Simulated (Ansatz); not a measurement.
C2H7AlGe can be A, `C=[C]([AlH2])[GeH3]`, or B, `C[CH]1[AlH][GeH2]1`.

Computed with Ansatz on PBE0-D4/def2-TZVP structures; ΔE is electronic, products minus reactants. CBS: MP2 limit from def2 TZ/QZ plus the TZ coupled-cluster correction, frozen cores. DFT in def2-TZVPP. B3LYP here is the variant with VWN-RPA as its local correlation; programs differ in this. For Ge outer-core shells are correlated without core-valence functions, which leaves a few kJ/mol of doubt a bond. Scalar relativity is left out up to krypton.

A:

```xyz
11

C     1.139    0.956   -0.529
C     0.141    0.125   -0.197
Al   -0.875   -0.641   -1.664
Ge   -0.188   -0.230    1.687
H     1.781    1.448    0.204
H     1.371    1.195   -1.569
H    -0.447   -0.221   -3.135
H    -2.079   -1.641   -1.399
H     0.825    0.553    2.546
H    -0.050   -1.736    1.983
H    -1.618    0.193    2.073
```

B:

```xyz
11

C    -1.0927    0.6631   -0.8772
C    -0.0377    0.4465    0.1867
Al    1.8976    0.3235    0.1834
Ge    0.4468   -1.3939    0.9385
H    -0.9078    0.0396   -1.7557
H    -2.0971    0.4184   -0.5161
H    -1.1122    1.7024   -1.2219
H    -0.2617    1.0249    1.0993
H     3.2486    1.0144   -0.2758
H     0.1012   -2.5150   -0.0640
H    -0.1850   -1.7238    2.3029
```

Task: Which isomer does CCSD(T)/CBS put lower? Give the gap. (Best estimate.)

Result: Computed: A, by 27.1 kJ/mol.

Task: Give E(B) − E(A) in kJ/mol with r2SCAN-D4, MP2/def2-TZVPP, ωB97M-V, CCSD/def2-TZVPP, B3LYP, B2PLYP, HF/def2-TZVPP. (Estimate.)

Result: The calculation gave: r2SCAN-D4 13.3, MP2/def2-TZVPP 27.2, ωB97M-V 28.1, CCSD/def2-TZVPP 36.3, B3LYP 32.3, B2PLYP 32.8, HF/def2-TZVPP 71.5. None reverses the order clearly.

Largest T1 diagnostic: 0.012.

From PBE to PBE0 (25 % exact exchange), in def2-TZVPP and without D4, E(B) − E(A) moves by +3.1 kJ/mol. In def2-TZVPP, CCSD(T) changes the Hartree–Fock value by −38.2 kJ/mol (the triples alone add −2.9 kJ/mol) and MP2 by −44.3 kJ/mol.
